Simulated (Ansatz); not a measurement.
Basis sets compared for Si2S2. Total charge 0; singlet. Geometry PBE0-D4/def2-TZVP. Ansatz on 4 threads of Arm Neoverse V2 on a shared host; times are rough, and most runs start from earlier orbitals.

```xyz
4

Si   -1.142   -0.205   -0.815
Si    1.344    0.094    0.441
S    -0.138   -1.480    0.626
S    -0.064    1.592   -0.253
```

The structure comes from a short search, and lower isomers may exist.

Binding counts from free atoms (Si triplet, S triplet) in the same basis, without a counterpoise term.

```
                          level  functions  energy (Eh)  HOMO (eV)  LUMO (eV)  binding per atom (eV)  wall time
                PBE-D4/def2-SVP         72   -1374.3731      -5.52      -3.61                   3.56      0.4 s
               PBE-D4/def2-TZVP        148   -1374.8578      -5.50      -3.57                   3.64     0.75 s
            r2SCAN-D4/def2-TZVP        148   -1375.3657      -5.68      -3.54                   3.51      1.9 s
               PBE0-D4/def2-SVP         72   -1374.4808      -6.50      -2.89                   3.41      0.5 s
PBE0-D4/def2-TZVP (with forces)        148   -1374.9626      -6.44      -2.82                   3.51      1.4 s
```

Q: Estimate the rows for PBE-D4/def2-TZVPD, r2SCAN-D4/def2-TZVPD, PBE0-D4/def2-TZVPD.

A: 
```
               level  functions  energy (Eh)  HOMO (eV)  LUMO (eV)  binding per atom (eV)  wall time
   PBE-D4/def2-TZVPD        178   -1374.8592      -5.54      -3.61                   3.64      1.2 s
r2SCAN-D4/def2-TZVPD        178   -1375.3667      -5.70      -3.56                   3.51      2.6 s
  PBE0-D4/def2-TZVPD        178   -1374.9637      -6.47      -2.85                   3.51      1.8 s
```
